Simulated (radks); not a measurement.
Results of a calculation; reference values are marked as such.
Charge is removed step by step from the 5s up level of neutral rubidium, starting from [Kr] 5s(up 1, down 0). Level of theory: non-relativistic Kohn-Sham, PBE, spin-polarised, spherical densities, point nucleus; relativity is left out, which matters for an element this heavy (a radial shooting solver on a logarithmic mesh with Libxc functionals).

removed (e) = 0: E - E(0) (eV) 0.000; eigenvalue (eV) -2.402
removed (e) = 0.1: E - E(0) (eV) 0.257; eigenvalue (eV) -2.748
removed (e) = 0.2: E - E(0) (eV) 0.550; eigenvalue (eV) -3.100
removed (e) = 0.3: E - E(0) (eV) 0.878; eigenvalue (eV) -3.457
removed (e) = 0.4: E - E(0) (eV) 1.241; eigenvalue (eV) -3.819
removed (e) = 0.5: E - E(0) (eV) 1.642; eigenvalue (eV) -4.189
removed (e) = 0.6: E - E(0) (eV) 2.079; eigenvalue (eV) -4.568
removed (e) = 0.7: E - E(0) (eV) 2.556; eigenvalue (eV) -4.958
removed (e) = 0.8: E - E(0) (eV) 3.072; eigenvalue (eV) -5.362
removed (e) = 0.9: E - E(0) (eV) 3.628; eigenvalue (eV) -5.765

The mean slope of the eigenvalue, de/dn, is 3.74 eV per electron.
